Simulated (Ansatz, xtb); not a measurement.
CB2Si: which of two spin states lies lower

We compare I, `B1=C2[Si]B12`, a triplet, with II, `B1=C2[Si]B12`, a singlet. Both are isolated molecules in the gas phase, relaxed with r2SCAN-D4/def2-SVP.

Estimate E(II) − E(I) at the level CCSD(T)/def2-TZVPP.

Calculated at CCSD(T)/def2-TZVPP: E(II) − E(I) = −21.0 kcal/mol, so structure II lies lower.

Level by level:

```
             level            geometry  E(II) − E(I) (kcal/mol)  departure from the last row (kcal/mol)  job, with rough time for the two
r2SCAN-D4/def2-SVP  r2SCAN-D4/def2-SVP                      −6.7                                   +14.3                optimisation, 58 s
     HF/def2-TZVPP  r2SCAN-D4/def2-SVP                      +8.6                                   +29.6           part of the CCSD(T) run
    MP2/def2-TZVPP  r2SCAN-D4/def2-SVP                     −20.4                                    +0.6           part of the CCSD(T) run
CCSD(T)/def2-TZVPP  r2SCAN-D4/def2-SVP                     −21.0                                                        single point, 42 s
```

HF/def2-TZVPP puts the two in the other order. The largest departure from CCSD(T)/def2-TZVPP is that of HF/def2-TZVPP, 29.6 kcal/mol. The closed-shell reference of II is unstable towards spin breaking, so its energies are less sure. Levels run at GFN2-xTB geometries aren't shown.

With harmonic frequencies from r2SCAN-D4/def2-SVP (ideal gas, rigid rotor, one conformer each, 1000 K, 1 atm): the zero-point term adds +0.7 kcal/mol; ΔH is −20.7 and ΔG −17.6 kcal/mol.

The T1 diagnostic of structure II is large, so the coupled-cluster value is less sure. Open shells are spin-unrestricted. The correlated steps freeze 8 core orbitals. ΔG holds the spin degeneracy. Run with Ansatz 0.2.0; the last row on 1 thread of Arm Neoverse V1 on a shared host.
